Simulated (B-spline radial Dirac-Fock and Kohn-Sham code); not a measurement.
## Hf²⁺ in Watson spheres of different radius

Calculated with an atomic code on a B-spline grid, using Dirac-Fock (average of configuration) total-energy differences with a finite nucleus, the Breit interaction including its frequency dependence, and self-energy and vacuum-polarisation corrections. The ion, [Xe] 4f14 5d2, sits in a hollow sphere of charge Q = -2, a simple model of the Madelung potential. Inside the sphere an electron's potential energy is raised by the constant 14.40·|Q|/R eV, so binding energies fall by about that much as long as the orbitals stay inside.

```
radius (Å)  14.40 |Q|/R (eV)  1s (eV)  2s (eV)  2p1/2 (eV)  2p3/2 (eV)  3s (eV)  3p1/2 (eV)  3p3/2 (eV)  3d3/2 (eV)  3d5/2 (eV)  4s (eV)  4p1/2 (eV)  4p3/2 (eV)  4d3/2 (eV)  4d5/2 (eV)  4f5/2 (eV)  4f7/2 (eV)  5s (eV)  5p1/2 (eV)  5p3/2 (eV)  5d (eV)
         2             14.40  65349.1  11286.9     10747.5      9569.1   2614.3      2377.2      2121.3      1725.3      1670.6    551.0       453.4       395.1       234.6       223.9       24.53       22.88    78.22       48.08       40.26     6.49
         3              9.60  65353.7  11291.5     10752.1      9573.7   2618.9      2381.9      2126.0      1729.9      1675.2    555.6       458.1       399.7       239.2       228.6       29.15       27.50    82.85       52.71       44.90    11.10
```

From the smallest to the largest radius 1s moves by +4.6 eV, while the constant potential alone would give +4.8 eV; the difference comes from charge outside the sphere and its screening.
